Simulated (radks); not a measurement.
Ti4+, configuration [Ar].

Calculated with a radial shooting solver on a logarithmic mesh with Libxc functionals: non-relativistic Kohn-Sham, PBE, spin-polarised, spherical densities, point nucleus.

Energy parts (eV):
part                      energy
total                 -23013.317
kinetic                22994.765
electron-nucleus      -53538.657
Hartree                 8624.920
exchange-correlation   -1094.344

Orbitals (lengths in bohr, moments of r in powers of bohr; r(max) is where P^2 peaks):
[
 {"orbital": "1s", "occ.": "2", "eigenvalue (eV)": "-4890.762", "r(max)": "0.04613", "<1/r>": "21.53", "<r^4>": "0.0001118", "<r^2>": "0.006609"},
 {"orbital": "2s", "occ.": "2", "eigenvalue (eV)": "-586.6267", "r(max)": "0.2713", "<1/r>": "4.493", "<r^4>": "0.02822", "<r^2>": "0.1267"},
 {"orbital": "2p", "occ.": "6", "eigenvalue (eV)": "-499.0360", "r(max)": "0.2206", "<1/r>": "4.429", "<r^4>": "0.02233", "<r^2>": "0.1042"},
 {"orbital": "3s", "occ.": "2", "eigenvalue (eV)": "-113.0636", "r(max)": "0.8635", "<1/r>": "1.430", "<r^4>": "1.907", "<r^2>": "1.103"},
 {"orbital": "3p", "occ.": "6", "eigenvalue (eV)": "-89.3405", "r(max)": "0.8835", "<1/r>": "1.327", "<r^4>": "2.508", "<r^2>": "1.231"}
]

The highest occupied level is 3p at -89.341 eV. The density falls to 0.001 e/bohr^3 at r = 2.52 bohr. Virial ratio -V/T = 2.00081. The electron density at the nucleus is 7142 e/bohr^3. Summed over all electrons, <r^2> = 10.49 bohr^2, which gives a Langevin (diamagnetic) susceptibility term of -8.31 x 10^-6 cm^3/mol.
